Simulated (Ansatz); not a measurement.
## One elementary step

Start structure (AlNH₄OF₂, closed shell), relaxed at PBE0-D4/def2-TZVP:

| atom | x (Å) | y (Å) | z (Å) |
| --- | --- | --- | --- |
| Al1 | -0.7530 | -0.3462 | 0.0987 |
| O2 | -1.1910 | 1.2360 | -0.3666 |
| F3 | -0.9426 | -1.5885 | -0.9919 |
| F4 | -0.9525 | -0.8039 | 1.6860 |
| H5 | 1.3884 | 0.8983 | -0.2611 |
| N6 | 1.2198 | -0.0622 | 0.0238 |
| H7 | -2.0814 | 1.5599 | -0.4697 |
| H8 | 1.6521 | -0.2119 | 0.9297 |
| H9 | 1.6603 | -0.6816 | -0.6487 |

The step: AlHOF₂ ([OH][Al]([F])[F]) + NH₃ → AlNH₂F₂ ([NH2][Al]([F])[F]) + H₂O (still joined by a long Al–O bond); bonds formed: O2–H5; dative contacts that become bonds: Al1–N6; bonds broken: H5–N6; bonds weakened to dative contacts: Al1–O2. Program: Ansatz 0.2.0. Basis: def2-TZVPP and def2-QZVPP. Cores are frozen in the correlated methods. Extrapolation: Hartree–Fock as exp(−7.88 √X), correlation as X^−2.97. Energies below are by CCSD(T) at an estimated basis limit (MP2 extrapolated from triple and quadruple zeta, plus CCSD(T) − MP2 in triple zeta).

(1) What are the electronic barrier and the energy of the step, from the start structure to the end structure? (Judge from chemistry; the value comes from the calculation.)

T1 diagnostic: at most 0.012.

Answers

(1) Computed: Barrier 1.230 eV; step energy 0.976 eV (uphill); reverse barrier, their difference, 0.253 eV. Barrier and step energy count from the start structure, the reverse barrier from the end structure.

The saddle point: One imaginary mode of 785i cm⁻¹.
```
  pair  start (Å)  saddle (Å)  end (Å)
Al1–N6       1.99        1.87     1.79
 O2–H5       2.60        1.13     0.97
Al1–O2       1.71        1.88     1.96
 H5–N6       1.02        1.46     2.43
```

Zero-point energy (harmonic, PBE0-D4): ZPE is 1.576 eV at the start and 1.469 eV at the saddle, so the barrier goes from 1.230 to 1.123 eV.

Labels in which every atom is bracketed show which atoms are joined, not bond orders.

For scale, one of the runs: CCSD(T)/def2-TZVPP, 222 basis functions, launched by `ansatz run in.yaml --threads 4 --pin off --events-out ev --progress --plain --max-ram 9574MiB`. Hardware: 4 CPU threads of an Arm Neoverse N1, shared host. Wall time 2.7 min; peak host memory 3.7 GiB.
